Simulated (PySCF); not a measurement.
# One molecule, several mistakes: B2CH8Si

All numbers below are calculated, not measured. The program is PySCF 2.14.0, an open-source quantum chemistry code, run on an isolated molecule that a program drew, which may never have been made. The molecule is B2CH8Si (charge 0, singlet), drawn as the SMILES string `BC(B)[SiH3]`.

Each row is a Hartree-Fock (HF) and frozen-core CCSD(T) single point in the cc-pV(D+d)Z basis, meant for a local HF minimum. Run 1 is clean. Each other run has one planted mistake out of seven kinds, and not every kind appears here: one electron removed, one electron added, multiplicity raised by two, geometry at a saddle point, minimal basis STO-3G, one bond length entered in bohr, all coordinates scaled. The reference is restricted for singlets and unrestricted otherwise, and also for a bond in bohr. Adding or removing an electron swaps singlet and doublet. Electrons count all cores. HOMO and LUMO are orbital energies over both spins, the gradient is its largest component, and the lowest frequency (negative if imaginary) is given only where the gradient is small. Bond lengths are over the 11 bonds as drawn. T1 is the CCSD diagnostic: over 0.02 (restricted) or 0.045 (unrestricted) a single reference is doubtful.

Geometry of the clean run:
```xyz
12
B2CH8Si, angstrom
B    -2.3469    2.8197    1.6358
C    -2.0737    1.4749    0.8897
B    -1.9991    1.6397   -0.6619
Si   -0.3339    0.9047    1.4461
H    -3.1660    2.8825    2.5120
H    -1.7299    3.8117    1.3533
H    -2.7430    0.6681    1.2028
H    -1.3507    2.5251   -1.1519
H    -2.5753    0.8782   -1.3904
H    -0.3276    0.7008    2.9127
H     0.6979    1.9021    1.0914
H    -0.0062   -0.3846    0.7957
```

```
run  electrons  basis functions  <S^2>  HOMO (eV)  LUMO (eV)  gradient (hartree/bohr)  lowest frequency (cm^-1)  mean bond (Å)  longest bond (Å)      T1  HF (hartree)  CCSD(T) (hartree)                 mistake
  1         38              105  0.000     -12.05       1.97                  1.1e-05                        76         1.3979             1.913  0.0121    -380.80768         -381.30277                no fault
  2         39              105  0.764       0.39       6.93                  4.6e-02                         -         1.3979             1.913  0.0701    -380.75944         -381.28435      one electron added
  3         38              105  0.000     -12.17       2.08                  1.7e-02                         -         1.3602             1.862  0.0119    -380.80029         -381.29306  all coordinates scaled
  4         38               32  0.000     -10.32       6.75                  3.0e-02                         -         1.3979             1.913  0.0081    -376.39637         -376.62041    minimal basis STO-3G
  5         37              105  0.764     -17.84      -9.08                  8.6e-02                         -         1.3979             1.913  0.0698    -380.41995         -380.88433    one electron removed
  6         38              105  0.825      -9.80       1.20                  3.7e-02                         -         1.5243             2.952  0.0423    -380.66843         -381.14374                       ?
```

**Which mistake was planted in run 6, and what did it cost?**

The mean bond changes by a factor of 1.090 and the longest by 1.543, so the molecule wasn't scaled as a whole. A length L in bohr read as angstrom grows by (1/0.5292 - 1) L = 0.890 L. The 11 bonds together grew by 11 x 0.1264 = 1.390 Å, which gives L = 1.563 Å. That is the length of one of the B-C bonds, 1.562 Å in the clean geometry. So the mistake is: one bond length entered in bohr. Subtracting run 1 and multiplying by 627.51 kcal/mol a hartree, the energy moved by 87.4 kcal/mol in HF and 99.8 kcal/mol in CCSD(T).

Cautions from the logs. Run 2: T1 is over the limit, so its CCSD(T) energy is less reliable and the HOMO is above zero, so the electron isn't bound and the energy depends on the basis; run 5: T1 is over the limit, so its CCSD(T) energy is less reliable.
